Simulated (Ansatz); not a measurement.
Harmonic vibrations of Li₃S⁺ by finite differences.

```yaml
crystal:
  periodic: [false, false, false]
  atoms:
    - {symbol: Li, position_ang: [-0.217346, -2.121801, 0.352783]}
    - {symbol: Li, position_ang: [1.946374, 0.827852, -0.446326]}
    - {symbol: Li, position_ang: [-1.729116, 1.294005, 0.092903]}
    - {symbol: S, position_ang: [0.000088, -0.000056, 0.000650]}
basis:
  gaussian: {orbitals: def2-TZVP}
total_charge: 1
hamiltonian: {xc: {name: B3LYP}, dispersion: d4}
scf: {omitted_lower_state_checks: [starts]}
phonons: {temperatures: {t_min: 298.15, t_max: 900, t_step: 200}}
```

```sh
$ ansatz run in.yaml --threads 2 --pin off --events-out ev --progress --plain --max-ram 4352MiB
```

Shortened log:

```
Functional definition: B3LYP
mean field -11449.21118637 eV, -420.7507505449 hartree, gradient 8.4e-5 eV, S^2 0.000000; 0 other end points of the search recorded, 0 dependent functions left out
mean field -11449.21118184 eV, -420.7507503784 hartree, gradient 2.9e-6 eV, S^2 0.000000; 0 other end points of the search recorded, 0 dependent functions left out
mean field -11449.21118977 eV, -420.7507506700 hartree, gradient 3.0e-6 eV, S^2 0.000000; 0 other end points of the search recorded, 0 dependent functions left out
mean field -11449.21119663 eV, -420.7507509220 hartree, gradient 1.4e-6 eV, S^2 0.000000; 0 other end points of the search recorded, 0 dependent functions left out
mean field -11449.21115620 eV, -420.7507494362 hartree, gradient 9.2e-7 eV, S^2 0.000000; 0 other end points of the search recorded, 0 dependent functions left out
mean field -11449.21114435 eV, -420.7507490008 hartree, gradient 1.1e-6 eV, S^2 0.000000; 0 other end points of the search recorded, 0 dependent functions left out
mean field -11449.21119667 eV, -420.7507509235 hartree, gradient 2.0e-6 eV, S^2 0.000000; 0 other end points of the search recorded, 0 dependent functions left out
mean field -11449.21117116 eV, -420.7507499861 hartree, gradient 5.8e-7 eV, S^2 0.000000; 0 other end points of the search recorded, 0 dependent functions left out
mean field -11449.21119430 eV, -420.7507508363 hartree, gradient 7.5e-7 eV, S^2 0.000000; 0 other end points of the search recorded, 0 dependent functions left out
mean field -11449.21119175 eV, -420.7507507429 hartree, gradient 7.9e-7 eV, S^2 0.000000; 0 other end points of the search recorded, 0 dependent functions left out
mean field -11449.21117903 eV, -420.7507502752 hartree, gradient 3.0e-6 eV, S^2 0.000000; 0 other end points of the search recorded, 0 dependent functions left out
mean field -11449.21118350 eV, -420.7507504394 hartree, gradient 1.5e-6 eV, S^2 0.000000; 0 other end points of the search recorded, 0 dependent functions left out
mean field -11449.21118552 eV, -420.7507505139 hartree, gradient 1.6e-6 eV, S^2 0.000000; 0 other end points of the search recorded, 0 dependent functions left out
mean field -11449.21115793 eV, -420.7507494997 hartree, gradient 7.6e-7 eV, S^2 0.000000; 0 other end points of the search recorded, 0 dependent functions left out
mean field -11449.21115657 eV, -420.7507494497 hartree, gradient 2.7e-6 eV, S^2 0.000000; 0 other end points of the search recorded, 0 dependent functions left out
Total energy: -11449.30408000 eV, -420.7541643228 hartree
Atom 0 at    -0.217346    -2.121801     0.352783 Å, force    -0.000038    -0.000530     0.000202 eV/Å
Atom 1 at     1.946374     0.827852    -0.446326 Å, force     0.000443     0.000006     0.000042 eV/Å
Atom 2 at    -1.729116     1.294005     0.092903 Å, force    -0.000397     0.000113     0.000165 eV/Å
Atom 3 at     0.000088    -0.000056     0.000650 Å, force    -0.000008     0.000411    -0.000409 eV/Å
Dipole moment:    -0.000194     0.000123    -0.001427 e Å
Vibrations: 92.95 149.85 149.93 507.63 557.86 557.87 cm⁻¹, zero-point energy 0.124982 eV
Checks for a lower state left out: starts
```

It took 9.5 s on 2 threads of Arm Neoverse V1 on a shared host.

The structure comes from a short search, and lower isomers may exist.
